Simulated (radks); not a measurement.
Task: The mean radii <r> (bohr) of the occupied orbitals of an atom or ion are listed with their occupations. All-electron calculation, non-relativistic Kohn-Sham, PBE, spin-polarised, spherical densities, point nucleus. Program: a radial shooting solver on a logarithmic mesh with Libxc functionals.

orbital  occ.      <r>
1s down     1  0.02618
1s up       1  0.02618
2s up       1   0.1121
2s down     1   0.1121
2p up       3  0.09528
2p down     3  0.09528
3s up       1   0.2935
3s down     1   0.2934
3p up       3   0.2834
3p down     3   0.2833
3d up       5   0.2542
3d down     5   0.2542
4s up       1   0.6677
4s down     1   0.6677
4p up       3   0.6879
4p down     3   0.6879
4d up       5   0.7409
4d down     5   0.7409
5s up       1    1.568
5s down     1    1.572
5p up       3    1.735
5p down     3    1.741
4f up       1    1.001

Name the element and its charge. Open shells, if any, are filled with parallel spins first.

Result: Z = 58, cerium, charge +3: Ce3+ in [Xe] 4f1. The 1s radius gives Z: for a bare nucleus <r> = 1.5/Z, 0.02586 bohr for Z = 58, and screening makes it slightly larger (0.02618 here). The occupations add up to 55, and the charge is Z minus that.
